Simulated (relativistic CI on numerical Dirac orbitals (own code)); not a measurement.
Cu⁴⁺: 2p photoemission

Computed with this model: Dirac-Coulomb-Breit CI, orbitals from a KLI potential per configuration, QED by a radiative potential, multiplet model of photoemission in the sudden approximation, unscaled Slater integrals; configurations [Ar] 3d7 → [He] 2s2 2p5 3s2 3p6 3d7; 80 K; Lorentzian 0.35 eV and Gaussian 0.6 eV FWHM. Energies are those of the free ion, without screening or charge transfer. The energies are binding energies and can lie tens of eV above those of solids. S is read from ⟨S²⟩ = S(S + 1).

Field parameters in Wybourne normalisation: D4h B²₀ = −7Ds, B⁴₀ = 21(Dq − Dt), B⁴₄ = 21√(5/14) Dq; Oh B⁴₀ = 21Dq, B⁴₄ = √(5/14) B⁴₀; Td as Oh with Dq negative (B⁴₀ = 21Dq, B⁴₄ = √(5/14) B⁴₀). The field is a parameter set, without covalency.

Computed curve for Td, 10Dq = -8000 cm⁻¹, scaled to 100 at the maximum (points under 2 are left out and the grid is thinned):

(Energy (eV), Intensity): (1014.7, 2.0), (1015.1, 3.1), (1015.5, 5.5), (1015.9, 14.5), (1016.3, 55.7), (1016.7, 100.0), (1017.2, 36.3), (1017.6, 17.3), (1018.0, 29.4), (1018.4, 37.9), (1018.8, 41.7), (1019.2, 68.9), (1019.6, 82.0), (1020.0, 59.3), (1020.4, 36.9), (1020.8, 25.6), (1021.2, 20.9), (1021.6, 16.3), (1022.1, 13.4), (1022.5, 10.2), (1022.9, 9.2), (1023.3, 13.1), (1023.7, 13.0), (1024.1, 8.5), (1024.5, 9.2), (1024.9, 16.5), (1025.3, 19.6), (1025.7, 16.9), (1026.1, 12.5), (1026.5, 9.5), (1027.0, 5.4), (1027.4, 4.2), (1027.8, 4.0), (1028.2, 5.5), (1028.6, 5.7), (1029.0, 4.5), (1029.4, 2.4), (1038.2, 3.2), (1038.6, 8.2), (1039.0, 29.4), (1039.4, 46.5), (1039.8, 25.3), (1040.3, 32.3), (1040.7, 54.9), (1041.1, 52.6), (1041.5, 36.3), (1041.9, 16.4), (1042.3, 9.6), (1042.7, 12.1), (1043.1, 13.3), (1043.5, 11.7), (1043.9, 11.7), (1044.3, 8.4), (1044.7, 5.9), (1045.2, 8.4), (1045.6, 6.5), (1046.0, 3.5), (1046.4, 2.5), (1046.8, 2.3), (1047.2, 2.1)

The ground state has S = 1.50, and the centroid lies at 1026.89 eV.
